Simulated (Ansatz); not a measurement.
`[BH2][AlH][O]C` + `C[SiH](S)Cl` → `BS[SiH](C)Cl` + `C[O][AlH2]` at 700 K and 1 bar (cleavage of the B–Al bond).

Gas-phase electronic energies from Ansatz, PBE0-D4/def2-TZVP geometries. CBS: MP2 limit from def2 TZ/QZ plus the TZ coupled-cluster correction, frozen cores. Each species was taken in one conformer, which may not be the lowest.

| species | CCSD(T)/CBS energy (Eh) | H − E (kJ/mol) | S (J/(mol·K)) |
| --- | --- | --- | --- |
| `[BH2][AlH][O]C` | -383.62766 | 253.6 | 455.1 |
| `C[SiH](S)Cl` | -1187.79090 | 221.6 | 448.1 |
| `BS[SiH](C)Cl` | -1213.19788 | 272.5 | 501.2 |
| `C[O][AlH2]` | -358.26893 | 201.7 | 379.3 |

H − E and S are ideal-gas, rigid-rotor, harmonic terms from PBE0-D4/def2-TZVP, for one conformer and one mirror image of each species. 1 Eh = 2625.50 kJ/mol, R = 8.31446 J/(mol·K).

Question: By hand: ΔE, ΔH, ΔS and ΔG.

Answer: ΔE = (-1213.19788) + (-358.26893) − (-383.62766) − (-1187.79090) = -0.04825 Eh = -126.7 kJ/mol. Δ(H − E) = 272.5 + 201.7 − 253.6 − 221.6 = -1.0, so ΔH = -127.7 kJ/mol. ΔS = 501.2 + 379.3 − 455.1 − 448.1 = -22.7 J/(mol·K). ΔG = -127.7 − 700 × (-22.7)/1000 = -111.8 kJ/mol.

Question: By hand: the equilibrium constant, and the temperature at which ΔG would vanish if ΔH and ΔS stayed fixed.

Answer: log₁₀ K = −ΔG/(RT ln 10) = 8.3. ΔG = 0 at ΔH/ΔS = 5626 K, far beyond where these terms or the molecules hold.

ΔH outweighs TΔS. A doubt of 5 kJ/mol in ΔE shifts log₁₀ K by 0.4 here. Other conformers and mirror images would add mixing entropy, several J/(mol·K) or more a flexible species. Modes under 60 cm⁻¹, often nearly free rotors, make the harmonic entropy too high. These are equilibria of isolated gas molecules and say nothing of rates. Largest T1 diagnostic: 0.012 (customary marks: 0.02 for closed shells, 0.045 for open ones).
